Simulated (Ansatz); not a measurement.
Q: Name a neutral molecule of B, C, O and H with HOMO–LUMO gap (ωB97M-V/def2-TZVPP) between 12.05 and 12.35 eV and HOMO energy (PBE0/def2-TZVPP) between -8.10 and -7.80 eV (Ansatz, PBE0-D4/def2-TZVP geometry).

A: `CC(C)BO` (12.35 eV, -8.02 eV). Other molecules can fit too; these were computed, each in one conformer that needn't be the lowest.
